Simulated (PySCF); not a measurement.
PySCF input (M06-2X/6-31G* (5d)):

```python
from pyscf import gto, dft

mol = gto.M(
    atom='''
    C    -1.35905626    0.01835902    0.03901895
    C    -0.71624194   -1.31982445   -0.17718476
    C     0.60377648   -1.38249636   -0.10242708
    C     1.34163003   -0.10986432    0.19196913
    S     0.05325124    1.20711868    0.07169583
    H    -2.04284101    0.33802487   -0.74704930
    H    -1.86833395    0.10910994    1.00046800
    H    -1.35345050   -2.17845589   -0.34269438
    H     1.17161817   -2.29834124   -0.19969010
    H     1.74563607   -0.06247434    1.20514092
    H     2.13672810    0.13958705   -0.51034435
    H     0.13797339    1.40160746   -1.26122153
    ''',
    basis='6-31g*',
    charge=1,
    spin=0,
    verbose=4,
)

mf = dft.RKS(mol, xc='m062x')
mf.grids.level = 4
mf.conv_tol = 1e-9
mf.max_cycle = 100
mf.max_memory = 1500
mf.kernel()
if not mf.converged:
    mf = mf.newton()
    mf.kernel(mf.make_rdm1())
mf.dip_moment()
```

From the output:

```
diis_damp = 0
SCF conv_tol = 1e-09
SCF conv_tol_grad = None
SCF max_cycles = 100
direct_scf = True
direct_scf_tol = 1e-13
XC library pyscf.dft.libxc version 7.1.2
    S. Lehtola, C. Steigemann, M. J. T. Oliveira, and M. A. L. Marques,  SoftwareX 7, 1–5 (2018)
XC functionals = m062x
    Y. Zhao and D. G. Truhlar,  Theor. Chem. Acc. 120, 215 (2008)
    Y. Zhao and D. G. Truhlar,  Theor. Chem. Acc. 120, 215 (2008)
radial grids:
    Treutler-Ahlrichs [JCP 102, 346 (1995); DOI:10.1063/1.469408] (M4) radial grids

becke partition: Becke, JCP 88, 2547 (1988); DOI:10.1063/1.454033
pruning grids: <function nwchem_prune>
grids dens level: 4
symmetrized grids: False
atomic radii adjust function: <function treutler_atomic_radii_adjust>
small_rho_cutoff = 0
Set gradient conv threshold to 3.16228e-05
Initial guess from minao.
tot grids = 253080
init E= -555.572282606737
  HOMO = -0.284552679183607  LUMO = -0.0354318443135493  gap/eV = 6.77892
cycle= 1 E= -554.368006288351  delta_E=  1.2  |g|= 0.318  |ddm|= 3.16
  HOMO = -0.491870310713287  LUMO = -0.214008673826576  gap/eV = 7.56100
cycle= 2 E= -554.392128132657  delta_E= -0.0241  |g|= 0.201  |ddm|= 0.697
  HOMO = -0.508754708974064  LUMO = -0.170169081968468  gap/eV = 9.21338
cycle= 3 E= -554.403263912624  delta_E= -0.0111  |g|= 0.034  |ddm|= 0.279
  HOMO = -0.502210036290583  LUMO = -0.170180854477693  gap/eV = 9.03497
cycle= 4 E= -554.403586903074  delta_E= -0.000323  |g|= 0.00883  |ddm|= 0.0488
  HOMO = -0.503444526893698  LUMO = -0.170603352272852  gap/eV = 9.05707
cycle= 5 E= -554.403609222243  delta_E= -2.23e-05  |g|= 0.00217  |ddm|= 0.0134
  HOMO = -0.503183904666401  LUMO = -0.170468676405486  gap/eV = 9.05364
cycle= 6 E= -554.403610539123  delta_E= -1.32e-06  |g|= 0.000518  |ddm|= 0.00314
  HOMO = -0.50316504731536  LUMO = -0.170502016735533  gap/eV = 9.05222
cycle= 7 E= -554.403610616178  delta_E= -7.71e-08  |g|= 0.000158  |ddm|= 0.000842
  HOMO = -0.503185395135707  LUMO = -0.170505025388527  gap/eV = 9.05269
cycle= 8 E= -554.403610623606  delta_E= -7.43e-09  |g|= 3.59e-05  |ddm|= 0.000214
  HOMO = -0.503177649583984  LUMO = -0.170501146232772  gap/eV = 9.05259
cycle= 9 E= -554.403610624018  delta_E= -4.12e-10  |g|= 1.13e-05  |ddm|= 5.99e-05
  HOMO = -0.503181361099502  LUMO = -0.170502557289739  gap/eV = 9.05265
Extra cycle  E= -554.403610624035  delta_E= -1.73e-11  |g|= 9.06e-06  |ddm|= 2.33e-05
converged SCF energy = -554.403610624035

WARN: System has nonzero charge 1; the dipole moment is origin-dependent.
Location of origin: [0. 0. 0.]

Dipole moment(X, Y, Z, Debye):  0.09234,  1.00890, -0.78423
```

The dipole moment of an ion depends on the origin.

The geometry given is a B3LYP-D3(BJ)/def2-TZVP minimum.
